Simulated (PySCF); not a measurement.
C4H8BFO2.
SMILES: `OB(O)[C@@H]1CC[C@H]1F`

Torsions of this conformer, `[OH:1][B:2]([OH:3])[C@@H:4]1[CH2:5][CH2:6][C@H:7]1[F:8]`: O1–B2–C4–C5 168°, H–O1–B2–O3 177°, H–O3–B2–O1 1°.

The closed-shell ground state was solved at several levels (PySCF, density fitting, gas phase, non-relativistic). Geometry: PBE0-D3(BJ)/def2-SVP, one conformer, isolated molecule.

| level | basis functions | HOMO (eV) | LUMO (eV) | gap (eV) | dipole (D) |
| --- | --- | --- | --- | --- | --- |
| PBE0/def2-SVPD | 233 | -8.40 | 0.09 | 8.49 | 0.52 |
| B3LYP/pcJ-1 | 296 | -8.11 | 0.76 | 8.87 | 0.35 |
| PBE0/pcSseg-1 | 176 | -8.35 | 1.05 | 9.40 | 0.37 |

Question: What might KT2/pcSseg-1 (176 basis functions) give for the same quantities?

Answer: HOMO -6.99 eV, LUMO 0.01 eV, gap 7.00 eV, dipole 0.35 D.

Question: Over all these levels, which gives the widest orbital gap and which the narrowest?

Answer: PBE0/pcSseg-1 (global hybrid, 25 % exact exchange) has the widest, 9.40 eV, and KT2/pcSseg-1 (GGA) the narrowest, 7.00 eV. The two share the basis. From the narrowest to the widest the HOMO moves by -1.36 eV and the LUMO by +1.04 eV.

Question: How far do the dipole and the HOMO energy spread over the levels?

Answer: The dipole runs from 0.35 to 0.52 D (mean 0.40 D) and the HOMO from -8.40 to -6.99 eV.
